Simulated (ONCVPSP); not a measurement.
Before and after: ONCV potential for molybdenum

| Item | Value |
| --- | --- |
| Element | Mo |
| Generator | ONCVPSP 4.0.1 |
| Type | optimised norm-conserving Vanderbilt (ONCV) |
| Functional | PBE |
| Relativity | fully relativistic |
| Frozen core | [Ar] 3d10 |
| Valence charge | 14 |
| Reference configuration | 4s2 4p6 4d5 5s1 |
| Partial waves | 4s+5s: rc 1.80 bohr, ncon 5, nbas 8, qcut 6.8 1/bohr, 2 projectors; 4p: rc 1.95 bohr, ncon 4, nbas 8, qcut 5.5 1/bohr, 1 projector; 4d: rc 1.70 bohr, ncon 4, nbas 9, qcut 5.6 1/bohr, 2 projectors, debl 1.9 Ha |
| Local potential | polynomial inside 1.55 bohr (lpopt 5, dvloc0 4 Ha) |
| Core correction | polynomial model core, fcfact 0.7 |

Open shells are filled in proportion to 2j + 1.

Change: s: qcut 8.1.

Cutoffs: the cutoffs (Ha) at which the residual kinetic energy of the hardest occupied pseudo-wave falls to 1 and 0.1 mHa per electron; they do not see the model core or the augmentation charge, which bear on the density cutoff. Errors are all-electron minus pseudo energies relative to the spin-unpolarised reference configuration.

Problem. Predict the effect on cutoff, ghosts and configuration errors.

Solution. The potential gets harder (19 Ha and 92 Ha → 23 Ha and 92 Ha); of the 4 tests that both files solve, the error grows in 0 and shrinks in 1 by more than 15 % and 0.3 meV (median size 5.4 → 5.4 meV); neither file shows a bound ghost. The waves are optimised to have the least kinetic energy above qcut, so the cutoff follows it (qcut²/2 in Ha).

| quantity | base | changed |
| --- | --- | --- |
| cutoff, loose | 19 Ha | 23 Ha |
| cutoff, tight | 92 Ha | 92 Ha |
| loose cutoff by channel | s 19 Ha, p 12 Ha, d 18 Ha | s 23 Ha, p 12 Ha, d 18 Ha |
| bound ghosts | none | none |
| GHOST(+) flags under 300 eV | none | none |
| error for 4s2 4p6 4d5 5s0, meV [ΔE 6.89 eV] | -0.4 | -0.1 |
| error for 4s2 4p6 4d4 5s0, meV [ΔE 22.35 eV] | +0.5 | +0.6 |
| error for 4s2 4p6 4d3 5s0, meV [ΔE 49.09 eV] | +10 | +10 |
| error for 4s2 4p6 4d4 5s1 5p1, meV [ΔE 3.74 eV] | +19 | +19 |
| s: phases at 1.83 bohr within 0.05 rad from the reference energy up to (Ha; the scan ends near 5) | to the end of the scan | to the end of the scan |
| p3/2: phases at 1.98 bohr within 0.05 rad from the reference energy up to (Ha; the scan ends near 5) | 0.8 | 0.8 |
| p1/2: phases at 1.98 bohr within 0.05 rad from the reference energy up to (Ha; the scan ends near 5) | 0.9 | 0.9 |
| d5/2: phases at 1.73 bohr within 0.05 rad from the reference energy up to (Ha; the scan ends near 5) | to the end of the scan | to the end of the scan |
| d3/2: phases at 1.73 bohr within 0.05 rad from the reference energy up to (Ha; the scan ends near 5) | to the end of the scan | to the end of the scan |
| rms error of d²Exc/dni dnj with the model core, mHa | 3.46 | 3.77 |
